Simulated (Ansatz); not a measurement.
Steps of a relaxation of C₃H₈OSi, SMILES `CC1OC[SiH2]1` with RKS PBE-D4/def2-SVP.

```sh
$ ansatz run in.yaml --threads 4 --pin off --events-out ev --progress --plain --max-ram 10444MiB
```

```yaml
crystal:
  periodic: [false, false, false]
  atoms:
    - {symbol: C, position_ang: [-1.452700, 0.706300, 0.187400]}
    - {symbol: C, position_ang: [-0.462100, -0.248900, 0.634300]}
    - {symbol: O, position_ang: [-0.355500, -1.338300, -0.312600]}
    - {symbol: C, position_ang: [0.923400, -0.896900, -1.022900]}
    - {symbol: Si, position_ang: [1.344000, 0.190100, 0.374800]}
    - {symbol: H, position_ang: [-1.511600, 1.650500, 0.822200]}
    - {symbol: H, position_ang: [-1.312500, 1.089800, -0.850700]}
    - {symbol: H, position_ang: [-2.461200, 0.319900, 0.213600]}
    - {symbol: H, position_ang: [-0.663200, -0.605200, 1.684300]}
    - {symbol: H, position_ang: [0.587100, -0.410300, -1.933700]}
    - {symbol: H, position_ang: [1.515400, -1.740500, -1.203700]}
    - {symbol: H, position_ang: [2.300600, -0.396900, 1.397400]}
    - {symbol: H, position_ang: [1.568600, 1.645600, 0.024400]}
basis:
  gaussian: {orbitals: def2-SVP}
hamiltonian: {xc: pbe, dispersion: d4}
relax: {f_tol: 0.03, max_steps: 200}
```

Positions (Å) and forces (eV/Å) along the path, 10 of 21 steps:

```xyz
13
step=1 energy=-13147.3737 eV
C    -1.453    0.706    0.187   -1.258    3.049   -0.208
C    -0.462   -0.249    0.634    0.779   -0.981    1.597
O    -0.355   -1.338   -0.313    1.399   -0.115   -0.390
C     0.923   -0.897   -1.023   -2.617   -0.304    0.221
Si    1.344    0.190    0.375    0.634    1.380    1.036
H    -1.512    1.651    0.822    0.240   -0.684   -0.249
H    -1.312    1.090   -0.851    0.254   -0.192    0.077
H    -2.461    0.320    0.214   -0.974   -0.622   -0.023
H    -0.663   -0.605    1.684   -0.233   -0.142   -0.433
H     0.587   -0.410   -1.934    0.222    0.362   -0.865
H     1.515   -1.740   -1.204    1.275   -1.877   -0.717
H     2.301   -0.397    1.397   -0.050    0.206   -0.221
H     1.569    1.646    0.024    0.329   -0.080    0.176
13
step=2 energy=-13147.7858 eV
C    -1.515    0.747    0.221   -0.767    1.276   -0.212
C    -0.478   -0.231    0.651    0.282   -0.525    0.627
O    -0.337   -1.321   -0.310    0.831    0.022   -0.484
C     0.929   -0.949   -1.036   -1.452   -0.245    0.243
Si    1.340    0.228    0.353    0.600    0.654    0.518
H    -1.589    1.632    0.909    0.117   -0.371   -0.123
H    -1.313    1.170   -0.791    0.053   -0.114    0.113
H    -2.527    0.302    0.181   -0.088   -0.185   -0.017
H    -0.725   -0.650    1.662    0.045    0.043   -0.261
H     0.677   -0.468   -2.001    0.076   -0.035   -0.253
H     1.529   -1.846   -1.197    0.340   -0.442   -0.191
H     2.334   -0.315    1.348   -0.035    0.031    0.005
H     1.696    1.666    0.025   -0.002   -0.109    0.035
13
step=5 energy=-13147.8855 eV
C    -1.546    0.779    0.231   -0.044    0.060   -0.044
C    -0.469   -0.214    0.640   -0.083   -0.090    0.038
O    -0.338   -1.299   -0.334    0.100    0.127    0.006
C     0.895   -0.981   -1.034   -0.099   -0.083   -0.049
Si    1.373    0.258    0.345    0.074    0.012    0.022
H    -1.661    1.575    0.997   -0.008   -0.019   -0.012
H    -1.306    1.270   -0.737   -0.023   -0.008    0.029
H    -2.524    0.262    0.115    0.052    0.028    0.007
H    -0.715   -0.653    1.633    0.015   -0.001    0.004
H     0.704   -0.542   -2.043    0.021   -0.018    0.037
H     1.509   -1.898   -1.168    0.042    0.016   -0.020
H     2.351   -0.273    1.360   -0.015    0.003   -0.006
H     1.747    1.682    0.010   -0.031   -0.026   -0.013
13
step=9 energy=-13147.8894 eV
C    -1.555    0.804    0.269    0.016    0.004    0.023
C    -0.482   -0.223    0.604   -0.013    0.025   -0.015
O    -0.377   -1.249   -0.429    0.032    0.017   -0.027
C     0.918   -1.020   -1.035    0.017    0.001   -0.029
Si    1.365    0.254    0.327   -0.002    0.000    0.024
H    -1.663    1.541    1.093   -0.002   -0.010   -0.021
H    -1.319    1.362   -0.662    0.002   -0.015    0.015
H    -2.535    0.303    0.123   -0.003   -0.004    0.002
H    -0.715   -0.711    1.579    0.001    0.002    0.003
H     0.832   -0.618   -2.074   -0.008   -0.024    0.040
H     1.514   -1.959   -1.083   -0.025    0.026    0.008
H     2.355   -0.195    1.371   -0.012    0.004   -0.022
H     1.682    1.676   -0.068   -0.004   -0.026   -0.001
13
step=10 energy=-13147.8898 eV
C    -1.561    0.811    0.282    0.025    0.003    0.015
C    -0.487   -0.224    0.591   -0.031    0.009   -0.013
O    -0.388   -1.230   -0.464    0.034    0.054    0.005
C     0.928   -1.028   -1.034    0.014   -0.010   -0.057
Si    1.361    0.255    0.323    0.025   -0.007   -0.011
H    -1.663    1.532    1.121    0.002   -0.025   -0.032
H    -1.329    1.386   -0.640   -0.002   -0.021    0.024
H    -2.543    0.315    0.132    0.003   -0.001    0.003
H    -0.715   -0.729    1.559    0.003    0.002   -0.008
H     0.876   -0.643   -2.082   -0.004   -0.036    0.071
H     1.513   -1.977   -1.051   -0.036    0.046    0.006
H     2.358   -0.174    1.370   -0.024    0.006   -0.012
H     1.669    1.673   -0.091   -0.008   -0.021    0.009
13
step=13 energy=-13147.8918 eV
C    -1.578    0.827    0.322    0.030    0.009    0.009
C    -0.492   -0.216    0.548   -0.054    0.007    0.008
O    -0.416   -1.148   -0.573    0.123    0.036   -0.028
C     0.956   -1.051   -1.037   -0.043   -0.078   -0.096
Si    1.359    0.260    0.302    0.001   -0.005    0.019
H    -1.664    1.502    1.200    0.003   -0.027   -0.032
H    -1.368    1.447   -0.575   -0.006   -0.021    0.033
H    -2.560    0.333    0.169    0.002    0.003    0.002
H    -0.700   -0.780    1.490    0.010    0.018   -0.032
H     1.006   -0.730   -2.107   -0.008   -0.047    0.141
H     1.490   -2.030   -0.951   -0.058    0.110   -0.009
H     2.342   -0.119    1.378   -0.001    0.006   -0.011
H     1.647    1.669   -0.150    0.000   -0.010   -0.005
13
step=15 energy=-13147.8935 eV
C    -1.588    0.837    0.350    0.021    0.024    0.007
C    -0.497   -0.208    0.516   -0.011   -0.048   -0.046
O    -0.429   -1.087   -0.653    0.217    0.081    0.010
C     0.975   -1.071   -1.036   -0.127   -0.059   -0.056
Si    1.357    0.263    0.286   -0.025   -0.005    0.022
H    -1.668    1.469    1.261    0.006   -0.034   -0.044
H    -1.390    1.500   -0.519   -0.006   -0.030    0.038
H    -2.570    0.347    0.185    0.000    0.003    0.001
H    -0.691   -0.817    1.434    0.007    0.017   -0.033
H     1.097   -0.797   -2.112   -0.024   -0.043    0.137
H     1.461   -2.067   -0.880   -0.060    0.110   -0.010
H     2.337   -0.070    1.383   -0.002    0.003   -0.017
H     1.627    1.665   -0.201    0.003   -0.019   -0.009
13
step=19 energy=-13147.8993 eV
C    -1.605    0.847    0.398    0.028   -0.042   -0.005
C    -0.499   -0.191    0.457   -0.031    0.000   -0.077
O    -0.428   -0.950   -0.791    0.173    0.032    0.032
C     1.000   -1.096   -1.025   -0.194    0.065    0.071
Si    1.360    0.273    0.266   -0.001    0.001   -0.011
H    -1.681    1.391    1.361   -0.003    0.012    0.024
H    -1.425    1.584   -0.410    0.003    0.014   -0.015
H    -2.584    0.360    0.202    0.004   -0.003    0.000
H    -0.676   -0.885    1.316   -0.004   -0.023    0.024
H     1.244   -0.924   -2.093    0.010    0.019   -0.070
H     1.368   -2.110   -0.748    0.024   -0.069    0.028
H     2.341    0.018    1.382   -0.008    0.003   -0.001
H     1.604    1.649   -0.301    0.000   -0.010   -0.001
13
step=20 energy=-13147.9002 eV
C    -1.604    0.846    0.399    0.013   -0.008    0.006
C    -0.499   -0.191    0.456   -0.020   -0.011   -0.042
O    -0.426   -0.945   -0.794    0.092    0.023    0.019
C     1.000   -1.096   -1.024   -0.103   -0.002    0.013
Si    1.360    0.274    0.265    0.008    0.002   -0.003
H    -1.681    1.387    1.365   -0.002    0.000   -0.002
H    -1.424    1.587   -0.406   -0.001   -0.001    0.002
H    -2.582    0.360    0.201    0.000    0.000    0.000
H    -0.676   -0.889    1.313    0.002    0.000    0.003
H     1.245   -0.925   -2.094    0.006   -0.002    0.006
H     1.364   -2.113   -0.743    0.009    0.001   -0.003
H     2.338    0.023    1.385   -0.002    0.001   -0.003
H     1.605    1.647   -0.307   -0.003   -0.002    0.002
13
step=21 energy=-13147.9005 eV
C    -1.604    0.846    0.402   -0.001    0.001    0.000
C    -0.499   -0.190    0.451   -0.008    0.005    0.001
O    -0.424   -0.935   -0.802   -0.001    0.000    0.000
C     0.998   -1.097   -1.023    0.008    0.004   -0.008
Si    1.361    0.275    0.264    0.007    0.003    0.000
H    -1.683    1.380    1.371    0.000    0.000    0.000
H    -1.425    1.593   -0.398    0.000    0.002    0.001
H    -2.582    0.361    0.199   -0.002   -0.001    0.001
H    -0.674   -0.893    1.304    0.000   -0.005    0.001
H     1.253   -0.934   -2.091   -0.002   -0.002    0.002
H     1.356   -2.115   -0.734    0.000   -0.008    0.002
H     2.340    0.029    1.385   -0.002    0.002   -0.001
H     1.602    1.646   -0.313    0.001    0.000    0.001
```

Hardware: 4 threads of an Arm Neoverse V1 on a shared host. Wall time 28 s, peak host memory 0.16 GiB.
